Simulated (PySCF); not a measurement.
Species: C2H13Si4 (doublet state).
Geometry (GFN2-xTB, Å), atoms numbered from 1 in this order:
```xyz
19
C2H13Si4 angstrom
C     -3.2723    0.9544    0.9009
C     -2.8835    0.1683   -0.2958
Si    -1.1816    0.0943   -0.9571
Si     0.2426   -1.3089    0.2673
Si     2.4750   -1.2428   -0.3900
Si     3.4589    0.8494   -0.3432
H     -3.4788    0.3012    1.7550
H     -2.4931    1.6567    1.1873
H     -4.1924    1.5127    0.7093
H     -3.6328   -0.5350   -0.6348
H     -0.5838    1.4398   -0.9224
H     -1.2210   -0.3580   -2.3538
H     -0.2846   -2.6841    0.2633
H      0.1591   -0.9434    1.6939
H      2.5745   -1.7938   -1.7532
H      3.2727   -2.1934    0.4035
H      2.7396    1.7896   -1.2070
H      4.8560    0.8776   -0.7824
H      3.4358    1.4246    1.0047
```

The hyperfine couplings belong to this conformer and change with its torsions.

Identity: `C[CH][SiH2][SiH2][SiH2][SiH3]` [radical].

Theory: PySCF 2.14.0, UKS B3LYP, pcH-1 on C H Si, non-relativistic, mean-field spin-orbit, GIAO. One conformer (not necessarily the lowest) at the GFN2-xTB geometry, without solvent, vibrations or thermal averaging. A GFN2-xTB geometry isn't a minimum of the functional, and hyperfine couplings can be far from their values at a DFT geometry. Stability of the SCF solution: not tested.

Problem. Give the principal g shifts and their parts.

Solution. 
```json
{"Δg (ppm)": "relativistic mass correction", "1": "-133", "2": "-133", "3": "-133"}
{"Δg (ppm)": "gauge correction", "1": "0", "2": "17", "3": "9"}
{"Δg (ppm)": "orbital Zeeman/spin–orbit", "1": "-82", "2": "569", "3": "940"}
{"Δg (ppm)": "total", "1": "-215", "2": "453", "3": "816"}
```

So g = 2.00210, 2.00277, 2.00314 and g_iso = 2.00267; the tensor is rhombic: the two nearest values differ by 35 % of g3 − g1. Axes: g3 points within 9° of the C2–H10 bond.

Problem. How much does each term add to the isotropic shift?

Solution. The orbital-Zeeman/spin–orbit term 475, the mass correction -133 and the gauge correction 9 ppm, for a total of 352 ppm. The orbital-Zeeman/spin–orbit term is the largest in size. The mass correction is the same along every axis, so the anisotropy comes from the other two: their spans along these axes are 17 (gauge) and 1022 ppm (orbital Zeeman/spin–orbit).

Problem. At 93.521 GHz, how far is the centre of the isotropic spectrum from where a free electron (g = 2.002319) resonates?

Solution. B = hν/(g μB) with μB/h = 13.99624 MHz/mT gives 3337.06 mT for the free electron and 3336.48 mT at g_iso, 0.59 mT lower.

Problem. In a frozen sample, at which fields do the three g values resonate at 9.5, 34, 94 and 263 GHz (hyperfine left aside), and which band first spreads them over more than twice a line width of 0.3 mT?

Solution. 
```tsv
band	GHz	B(g3) mT	B(g2) mT	B(g1) mT	spread mT
X	9.5	338.85	338.91	339.02	0.17
Q	34.0	1212.71	1212.93	1213.33	0.62
W	94.0	3352.79	3353.39	3354.51	1.73
J	263.0	9380.67	9382.37	9385.50	4.83
```

The spread grows in proportion to the frequency. Q band is the first where it exceeds 0.6 mT.

The largest Mulliken spin populations are on C2 (+0.97), C1 (-0.08) and Si4 (+0.06). No atom but C2 exceeds +0.15. The positive populations add up to 1.17 and the negative ones to -0.17, together 2S = 1. The angles at C2 add up to 358.8°, so it is planar; its axial dipolar tensor and the negative coupling of its proton fit spin in a p orbital normal to that plane.

The HOMO–LUMO gaps are 5.37 eV among the α and 5.38 eV among the β orbitals.
